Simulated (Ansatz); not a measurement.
Consider the cleavage of the B–Si bond: `B[SiH2]OCC` + `C=CN[SiH3]` → `BN([SiH3])C=C` + `CCO[SiH3]`.

Calculated with Ansatz (gas phase, PBE0-D4/def2-TZVP geometries, no zero-point term in ΔE). CBS: MP2 limit from def2 TZ/QZ plus the TZ coupled-cluster correction, frozen cores. This one scheme is used for every species. DFT in def2-TZVPP. Each species was taken in one conformer, which may not be the lowest.

```json
{"level": "r2SCAN0", "ΔE (kJ/mol)": "-158.0"}
{"level": "RPA@PBE/def2-TZVPP", "ΔE (kJ/mol)": "-165.3"}
{"level": "SCS-MP2/def2-QZVPP", "ΔE (kJ/mol)": "-168.9"}
{"level": "HF/CBS(def2)", "ΔE (kJ/mol)": "-153.9"}
```

Problem. What does CCSD(T)/CBS give? (Estimate.)

Solution. Ansatz gave: -164.4 kJ/mol. The listed levels differ from it by 6.4, -0.9, -4.5, 10.5 kJ/mol.

Largest T1 diagnostic among the species: 0.013.

The D4 term adds −5.7 kJ/mol with B3LYP and −2.8 kJ/mol with PBE0; it sums over pairs of atoms, weighted by their polarisabilities, and B3LYP, whose exchange is more repulsive, gets the larger term. Leaving LDA and LC-ωPBE aside and taking each functional with its dispersion term where it has one, the values, not all of them listed here, spread over 11.4 kJ/mol, from ωB97M-V to B97M-V. LDA lies −16.3 kJ/mol from PBE without D4. At CCSD(T), def2-SVP lies −12.6 kJ/mol from the extrapolated value and def2-TZVPP −1.6 kJ/mol.

B3LYP here is the variant with VWN-RPA as its local correlation; programs differ in this.
